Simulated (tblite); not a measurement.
C6H10Si.
Bonds: C1–C2 (triple), C2–Si3, Si3–C4, Si3–C5, C5–C6, C6–C7, Si3–C7. Hydrogens: H8 on C1; H9, H10, H11 on C4; H12, H13 on C5; H14, H15 on C6; H16, H17 on C7.

Structure optimised with GFN2-xTB, isolated species.

(1) Give the optimised bond lengths and angles.

## Answers

(1) 
```
                 bond  length (bohr)   order
                C1≡C2          2.272  triple
               C2–Si3          3.506  single
               Si3–C4          3.587  single
       Si3–C5, Si3–C7          3.621  single
         C5–C6, C6–C7          2.914  single
                C1–H8          1.989  single
C4–H9, C4–H10, C4–H11          2.051  single
       C5–H12, C7–H16          2.057  single
       C5–H13, C7–H17          2.054  single
               C6–H14          2.059  single
               C6–H15          2.058  single
```

Bonds in one row agree within 0.02 bohr and their mean is given. Orders are formal, as drawn. A selection of angles:
```
     angle  degrees
  C2–C1–H8    179.9
 C1–C2–Si3    179.8
 C2–Si3–C4    109.6
 C2–Si3–C5    113.9
 C4–Si3–C5    120.0
 C5–Si3–C7     76.4
 Si3–C4–H9    110.6
 H9–C4–H10    108.1
 Si3–C5–C6     90.8
Si3–C5–H12    114.4
Si3–C5–H13    118.1
 C6–C5–H12    112.0
 C6–C5–H13    113.6
H12–C5–H13    107.4
  C5–C6–C7    100.5
 C5–C6–H14    113.4
 C5–C6–H15    110.7
H14–C6–H15    108.1
```

Dihedral angles: C2–Si3–C5–C6 102° (anticlinal); Si3–C5–C6–C7 11° (synperiplanar); C5–C6–C7–Si3 -11° (synperiplanar); C2–Si3–C7–C6 -102° (anticlinal).

The 3 C–C bonds span 1.202 Å (C1≡C2, drawn triple) to 1.542 Å (C5–C6, drawn single), a spread of 0.340 Å. The 4-membered ring Si3–C5–C6–C7 has internal angles of 76.4° to 100.5°; it is slightly puckered (a soft mode that the optimisation may not have finished), 0.07 Å rms from its mean plane, widest ring torsion 11°. The C–Si distances run from 1.855 Å (C2–Si3, drawn single) to 1.916 Å (Si3–C7, drawn single), a spread of 0.061 Å. Si3 (four-coordinate silicon) has angles from 76.4° to 120.0°.

Point group: Cs (tolerance 0.08 Å). Its GFN2-xTB frequencies are all real (lowest 57 cm⁻¹). One conformer, not necessarily the lowest.

The numbers are calculated, not measured.
